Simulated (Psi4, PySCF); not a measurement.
PySCF was given this input:
```python
from pyscf import gto, scf, dft

mol = gto.M(
    atom='''
Cr    0.121426    0.189055    0.164597
O     1.300902   -0.481168   -0.580076
O    -0.535734   -0.807395    1.149547
F    -1.003952    0.641242   -0.945122
''',
    basis='6-31g*',
    charge=1,
    spin=0,
    verbose=4,
)

mf = dft.RKS(mol)
mf.xc = 'revpbe'
mf.grids.atom_grid = (99, 590)
mf.grids.prune = None
mf.kernel()
```

**Question.** Write the same job for Psi4.

**Answer.** This is not unique; one that fits is 
```
memory 2 GB

molecule mol {
1 1
Cr    0.121426    0.189055    0.164597
O     1.300902   -0.481168   -0.580076
O    -0.535734   -0.807395    1.149547
F    -1.003952    0.641242   -0.945122
}

set {
  basis 6-31g*
  reference rks
  scf_type pk
  puream true
  d_convergence 1e-8
  dft_radial_points 99
  dft_spherical_points 590
}

energy('revpbe')
print_variables()
```

Both were run: PySCF gave -1294.213849 Eh and Psi4 -1294.213847 Eh, 0.001 mEh apart.
